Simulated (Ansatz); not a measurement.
AgI (`[Ag][I]`), relaxed with RKS PBE-D4/def2-SVP in the Gaussian-basis code of Ansatz from a rough embedded geometry. The force threshold is 0.03 eV/Å; the program also tests the step.

Charge 0, multiplicity 1. Ag, I: def2 effective core potential.

Start:

```xyz
2

Ag    0.743   -0.923    0.463
I    -0.743    0.923   -0.463
```

```tsv
step	energy (eV)	largest force (eV/Å)	largest move (Å)
1	-12100.8731	0.367	0.000
2	-12100.8794	0.111	0.027
3	-12100.8802	0.009	0.006
```

End:

```xyz
2

Ag    0.755   -0.938    0.471
I    -0.755    0.938   -0.471
```

Hardware: 4 threads of an Intel Xeon Platinum 8259CL on a shared host. Wall time 2.2 s, peak host memory 0.13 GiB.
